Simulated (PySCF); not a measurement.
## Electron correlation in Tl²⁺ (thallium, charge +2)

[Xe] 4f14 5d10 6s1, 2S determinant. Computed with PySCF 2.14 in ANO-RCC-VTZP (8s7p5d3f2g, 93 functions), with scalar relativity by spin-free X2C-1e. Frozen: [Kr] 4d10 4f14; 19 electrons correlated.

```tsv
level	correlation energy (mhartree)
CCSD	-540.55
(T)	-12.96
CCSD(T)	-553.51
```

Diagnostics: T1 = 0.0060, D1 = 0.0232, largest double amplitude 0.017.

Task: Is a single reference adequate?

Result: Yes, within this model without spin-orbit coupling: T1 lies below 0.03 and no double amplitude reaches 0.07.
